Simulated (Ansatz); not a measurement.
Geometry optimisation, Ansatz, RKS PBE0/6-31G*.

Input file:

```yaml
crystal:
  periodic: [false, false, false]
  atoms:
    - { symbol: F, position_ang: [-0.8507, 1.6164, -0.466] }
    - { symbol: C, position_ang: [0.1917, 1.2409, 0.2535] }
    - { symbol: Al, position_ang: [0.463, -0.6983, -0.0682] }
    - { symbol: S, position_ang: [-1.0546, -2.1798, 0.4674] }
    - { symbol: H, position_ang: [0.0103, 1.4141, 1.3156] }
    - { symbol: H, position_ang: [1.0929, 1.8278, -0.066] }
    - { symbol: H, position_ang: [1.9024, -1.2037, -0.6748] }
    - { symbol: H, position_ang: [-1.663, -2.0744, -0.8172] }
basis:
  gaussian: { orbitals: "6-31G*" }
hamiltonian:
  xc: pbe0
relax:
  f_tol: 0.015
  max_steps: 40
```

Run as:

```bash
$ ansatz run input.yaml --threads 1 --pin off --max-ram 2048MiB --backend cpu --events-out ev --progress --plain --runs-dir out
```

**Question.** Where does it end, and by what steps?

**Answer.** The forces met the threshold. After 14 steps the energy has fallen by 0.632 eV; H8 moved furthest, 0.96 Å.

| step | energy less start (eV) | largest force component (eV/Å) | accepted |
| --- | --- | --- | --- |
| 0 | 0.0000 | 2.921 | yes |
| 1 | -0.2042 | 1.323 | yes |
| 2 | -0.2394 | 0.344 | yes |
| 3 | -0.2506 | 0.199 | yes |
| 4 | -0.2723 | 0.770 | yes |
| 5 | -0.3235 | 1.019 | yes |
| 6 | -0.4873 | 0.424 | yes |
| 7 | -0.5629 | 0.312 | yes |
| 8 | -0.5749 | 1.155 | yes |
| 9 | -0.6132 | 0.373 | yes |
| 10 | -0.6297 | 0.082 | yes |
| 11 | -0.6314 | 0.115 | yes |
| 12 | -0.6321 | 0.045 | yes |
| 13 | -0.6321 | 0.073 | yes |
| 14 | -0.6324 | 0.009 | yes |

```xyz
8
Properties=species:S:1:pos:R:3
F -1.244 1.180 -0.007
C 0.141 1.086 0.165
Al 0.709 -0.813 -0.031
S -0.912 -2.213 -0.438
H 0.390 1.499 1.154
H 0.622 1.748 -0.570
H 2.205 -1.331 0.087
H -1.820 -1.214 -0.415
```

Whether the end is a true minimum wasn't checked by a vibrational analysis.

Run time: 34 s on 1 thread of AMD EPYC 9R14 (Zen 4), on a shared host, peak memory 0.16 GiB.
